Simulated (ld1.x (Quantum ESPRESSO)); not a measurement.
## Scattering properties, ultrasoft potential for Tc (Z = 43)

* Element: technetium
* Generator: ld1.x (Quantum ESPRESSO) 7.5
* Type: ultrasoft
* Functional: PBEsol
* Relativity: fully relativistic
* Frozen core: [Ar] 3d10
* Valence charge: 15
* Reference configuration: 4s2 4p6 4d5 5s1.5 5p0.5
* Partial waves: 4s (bound): rcut 1.32, rcutus 1.40 bohr; 5s (bound): rcut 1.32, rcutus 1.40 bohr; 4p (bound): rcut 1.55, rcutus 1.85 bohr; 5p (bound): rcut 1.55, rcutus 1.85 bohr; 4d (bound): rcut 1.90, rcutus 2.50 bohr; 4d channel at 2.1 Ry: rcut 1.90, rcutus 2.50 bohr
* Local potential: all-electron potential smoothed inside 1.70 bohr (lloc = -2)
* Core correction: none
* Augmentation charge: built from norm-conserving waves at rcut, not smoothed further

Open shells are filled in proportion to 2j + 1 (rel_dist='average').

The phase is arctan(r·u′/u) with u = r·R(r), unwrapped; energies in Ry, scanned from -7 to 5 Ry. A pole is an energy at which the radial function vanishes at the test radius. The pseudo phase is shifted by a multiple of π to meet the all-electron one at the reference energy, and phase errors are pseudo minus all-electron; the curves can meet again beyond the range given. Levels narrower than the energy grid can be missing from the lists of poles.

```
channel  radius (bohr)  reference energy (Ry)  poles, all-electron       poles, pseudo  unbroken range about the reference energy with phases within 0.05 rad  phase error 1 Ry above the reference energy (rad)
      s           2.71                  -0.41          -5.42, 1.95  -5.55, -4.32, 3.12                                       not even at the reference energy                                             +0.315
   p1/2           2.71                  -0.14          -3.49, 3.02        -3.61, -0.71                                       not even at the reference energy                                             +0.878
   p3/2           2.71                  -0.13          -3.26, 3.19        -3.38, -1.02                                       not even at the reference energy                                             +0.957
   d3/2           2.71                  -0.56                -0.22         -0.29, 2.89                                       not even at the reference energy                                             +0.042
   d5/2           2.71                  -0.53                -0.19         -0.26, 2.78                                       not even at the reference energy                                             +0.041
```

A Bessel basis up to 400 Ry misses an occupied level by 1.10 Ry, so cutoffs and ghosts were not judged. The potential misses its own reference levels by up to 1.7 eV, so it is not fit for use.

Phases in the d5/2 channel:

| E (Ry) | all-electron | pseudo |
| --- | --- | --- |
| -7.00 | 1.430 | 1.431 |
| -6.48 | 1.424 | 1.425 |
| -5.96 | 1.417 | 1.419 |
| -5.44 | 1.410 | 1.412 |
| -4.92 | 1.401 | 1.404 |
| -4.40 | 1.391 | 1.394 |
| -3.88 | 1.378 | 1.382 |
| -3.36 | 1.362 | 1.367 |
| -2.84 | 1.341 | 1.346 |
| -2.32 | 1.310 | 1.317 |
| -1.80 | 1.259 | 1.265 |
| -1.28 | 1.141 | 1.130 |
| -0.76 | 0.315 | -0.367 |
| -0.24 | -1.537 | -1.580 |
| 0.28 | -1.742 | -1.716 |
| 0.80 | -1.867 | -1.792 |
| 1.32 | -2.042 | -1.865 |
| 1.84 | -2.457 | -1.970 |
| 2.36 | -3.537 | -2.230 |
| 2.88 | -4.232 | -4.961 |
| 3.40 | -4.465 | -5.533 |
| 3.92 | -4.574 | -6.310 |
| 4.44 | -4.639 | -7.027 |
| 4.96 | -4.685 | -7.360 |
